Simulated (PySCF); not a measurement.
SMILES c1c(C=O)c(SC)ccc1 (GFN2-xTB optimised geometry):

```
18

C     -2.727    -1.692    -0.052
S     -0.967    -2.142    -0.002
C     -0.124    -0.596     0.000
C     -0.795     0.622     0.003
C     -0.092     1.813     0.003
C      1.295     1.820     0.001
C      1.971     0.618     0.000
C      1.283    -0.596     0.000
C      2.054    -1.839    -0.001
O      3.258    -1.910    -0.002
H     -3.003    -1.142     0.843
H     -3.258    -2.639    -0.077
H     -2.945    -1.126    -0.953
H     -1.872     0.658     0.006
H     -0.638     2.745     0.006
H      1.836     2.753     0.001
H      3.050     0.578    -0.001
H      1.429    -2.753     0.000
```

Level of theory: CAM-B3LYP/def2-SVP (PySCF).

What are the frontier orbital energies and the dipole moment?

HOMO-2 -8.85 eV, HOMO-1 -8.64 eV, HOMO -7.54 eV, LUMO -0.60 eV, LUMO+1 0.80 eV; dipole moment 4.57 D.

Meta-Löwdin charges at CAM-B3LYP/def2-SVP: C1 -0.34, S2 0.09, C3 -0.05, C4 -0.13, C5 -0.07, C6 -0.12, C7 -0.07, C8 -0.06, C9 0.27, O10 -0.39, H11 0.12, H12 0.13, H13 0.12, H14 0.11, H15 0.11, H16 0.11, H17 0.12, H18 0.07.
